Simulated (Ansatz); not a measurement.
The lowest singlet and triplet of OH (SMILES [OH+]); geometries from B3LYP-D3(BJ)/def2-TZVP, each state relaxed from the structure named, with no frequency check, low spin by broken symmetry.
Singlet (charge 1, multiplicity 1):
```xyz
2

O      0.00000     0.00000    -0.11563
H      0.00000     0.00000     0.92505
```

A positive gap puts the triplet lower; no zero-point energy. R- takes a restricted singlet, here one determinant of a half-filled degenerate or near-degenerate pair, which mixes singlet states. U- takes an unrestricted singlet (broken symmetry where lower, unprojected). The triplet is unrestricted in single-reference levels. Active spaces average the two states.

Correlated levels freeze the cores.

Programs: Ansatz (Gaussian basis) for Hartree–Fock, density functionals and correlated methods. Each number belongs to the level named beside it.

| level | gap E(singlet) − E(triplet), vertical, at the singlet's geometry (kcal/mol) |
|---|---|
| U-B3LYP/def2-TZVPP (spin-contaminated) | 17.97 |
| U-B2PLYP/def2-TZVPP (spin-contaminated) | 20.13 |
| R-MP2/cc-pVTZ | 72.59 |
| R-SCS-MP2/cc-pVDZ | 71.11 |
| R-CCSD(T)/cc-pVDZ | 59.70 |
| R-CCSDT/cc-pVDZ | 54.91 |
| R-CCSDT(Q)/cc-pVTZ | 51.53 |
| FIC-NEVPT4(SD) on SA-CASSCF(6,5)/cc-pVTZ | 51.68 |
| FIC-MRCISD+Q on SA-CASSCF(6,5)/cc-pVQZ | [?] |

### Question
Fill in the missing entries.

### Answer

- FIC-MRCISD+Q on SA-CASSCF(6,5)/cc-pVQZ, gap E(singlet) − E(triplet), vertical, at the singlet's geometry (kcal/mol): 50.39

Doubts at one or more of the structures used: a restricted determinant that unrestricted orbitals would lower (R-MP2/cc-pVTZ, R-SCS-MP2/cc-pVDZ, R-CCSD(T)/cc-pVDZ, R-CCSDT/cc-pVDZ, R-CCSDT(Q)/cc-pVTZ); other coupled-cluster roots lie near (R-CCSDT/cc-pVDZ, R-CCSDT(Q)/cc-pVTZ).

Ansatz is a quantum-chemistry and plane-wave program.
